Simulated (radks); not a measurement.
Task: Coherent X-ray form factor from a spherical all-electron density. All-electron calculation, Dirac Kohn-Sham, PBEsol, spin-unpolarised, spherical densities, point nucleus. Program: a radial shooting solver on a logarithmic mesh with Libxc functionals.

sin(theta)/lambda (1/angstrom)  f0 (electrons)
0.05                                    80.766
0.1                                     77.645
0.15                                    73.671
0.2                                     69.518
0.25                                    65.480
0.3                                     61.660
0.4                                     54.792
0.5                                     48.966
0.6                                     44.067
0.8                                     36.295
1                                       30.227
1.25                                    24.305
1.5                                     20.062
2                                       15.331

The species is in the configuration that NIST lists as its ground one. Which atom or ion scatters so?

Result: Neutral lead, [Hg] 6p2. Extrapolating in s^2 from the first two rows gives f0(0) = 81.8, near the electron count 82; among species with that count, the fall with angle is slower the higher Z, and the table is that of Z = 82; from so few rows the species is fixed only to a neighbour or two.
